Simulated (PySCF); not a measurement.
PySCF 2.14 output of an unrestricted PBE calculation on a single atom or ion in def2-TZVPPD (6s6p4d2f1g, 67 functions), with the non-relativistic Hamiltonian (point nucleus):

```
SCF conv_tol = 1e-09
number electrons alpha = 11  beta = 9
    J. P. Perdew, K. Burke, and M. Ernzerhof.,  Phys. Rev. Lett. 77, 3865 (1996)
    J. P. Perdew, K. Burke, and M. Ernzerhof.,  Phys. Rev. Lett. 78, 1396 (1997)
    J. P. Perdew, K. Burke, and M. Ernzerhof.,  Phys. Rev. Lett. 77, 3865 (1996)
    J. P. Perdew, K. Burke, and M. Ernzerhof.,  Phys. Rev. Lett. 78, 1396 (1997)
cycle= 1 E= -760.139399175498  delta_E= -0.00626  |g|= 0.0111  |ddm|= 0.245
cycle= 2 E= -760.139438280895  delta_E= -3.91e-05  |g|= 0.00562  |ddm|= 0.0146
cycle= 3 E= -760.139448167366  delta_E= -9.89e-06  |g|= 0.00148  |ddm|= 0.00793
cycle= 4 E= -760.139448926807  delta_E= -7.59e-07  |g|= 9.58e-05  |ddm|= 0.00163
cycle= 5 E= -760.139448930746  delta_E= -3.94e-09  |g|= 6.52e-06  |ddm|= 0.000195
cycle= 6 E= -760.139448930749  delta_E= -2.73e-12  |g|= 1.5e-06  |ddm|= 5.54e-05
converged SCF energy = -760.139448930749  <S^2> = 2.0003371  2S+1 = 3.0002248
```

The run itself started from symmetry-adapted Hartree-Fock orbitals and held the occupation by maximum overlap, on a logarithmic radial grid, so the iterations belong to that start.

Task: Which element, charge and spin multiplicity is this?

Result: Sc⁺ (scandium, charge +1), multiplicity 3; the state was [Ar] 3d1 4s1, high-spin 3D determinant.
